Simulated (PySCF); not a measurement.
## Two-component Hartree-Fock for Sc⁺ (scandium, charge +1)

Start: [Ar] 3d1 4p1; 3d5/2 filled at m_j = +5/2; 4p3/2 filled at m_j = +3/2. Calculated with PySCF 2.14 in x2c-TZVPall-2c (6s7p4d1f, 54 functions): generalised Hartree-Fock with the X2C-1e Hamiltonian and a Gaussian nucleus; one run each with spin-orbit coupling (SO) switched off, then screened by Boettger's factors. This is a chosen level, not necessarily the ground level.

```json
{"spinor shell": "1s1/2", "electrons": "2", "ε, spin-free (eV)": "-4547.6", "ε, screened SO (eV)": "-4547.6", "weight of nominal j (screened SO)": "1.000", "rms radius, screened SO (bohr)": "0.0844"}
{"spinor shell": "2s1/2", "electrons": "2", "ε, spin-free (eV)": "-532.24", "ε, screened SO (eV)": "-532.25", "weight of nominal j (screened SO)": "1.000", "rms radius, screened SO (bohr)": "0.370"}
{"spinor shell": "2p1/2", "electrons": "2", "ε, spin-free (eV)": "-434.98", "ε, screened SO (eV)": "-438.11", "weight of nominal j (screened SO)": "0.998", "rms radius, screened SO (bohr)": "0.338"}
{"spinor shell": "2p3/2", "electrons": "4", "ε, spin-free (eV)": "-434.98", "ε, screened SO (eV)": "-433.45", "weight of nominal j (screened SO)": "0.999", "rms radius, screened SO (bohr)": "0.341"}
{"spinor shell": "3s1/2", "electrons": "2", "ε, spin-free (eV)": "-78.562", "ε, screened SO (eV)": "-78.575", "weight of nominal j (screened SO)": "1.000", "rms radius, screened SO (bohr)": "1.15"}
{"spinor shell": "3p3/2", "electrons": "4", "ε, spin-free (eV)": "-51.055", "ε, screened SO (eV)": "-51.353", "weight of nominal j (screened SO)": "0.848", "rms radius, screened SO (bohr)": "1.27"}
{"spinor shell": "3p1/2", "electrons": "2", "ε, spin-free (eV)": "-51.055", "ε, screened SO (eV)": "-50.500", "weight of nominal j (screened SO)": "0.697", "rms radius, screened SO (bohr)": "1.26"}
{"spinor shell": "3d5/2", "electrons": "1", "ε, spin-free (eV)": "-17.422", "ε, screened SO (eV)": "-17.418", "weight of nominal j (screened SO)": "1.000", "rms radius, screened SO (bohr)": "1.87"}
{"spinor shell": "4p3/2", "electrons": "1", "ε, spin-free (eV)": "-9.091", "ε, screened SO (eV)": "-9.079", "weight of nominal j (screened SO)": "1.000", "rms radius, screened SO (bohr)": "4.45"}
```

```csv
quantity,spin-free,screened SO
E (hartree),-762.95670,-762.96058
M_J,4,4
⟨J²⟩,20.004,20.004
⟨L²⟩,12.003,12.004
⟨S²⟩,2.001,2.001
```

Each row is a mean over spinors that exchange with the open shell spreads, by up to 4.547 eV (3p3/2).

Rows whose weight is well below 1 are mixtures of j = l ± 1/2: exchange outweighs spin-orbit coupling there, and the label is only the starting occupation.

Without spin-orbit coupling the j labels of p, d and f shells carry no meaning; the spin-free column gives the mean over the occupied spinors of each nl shell.
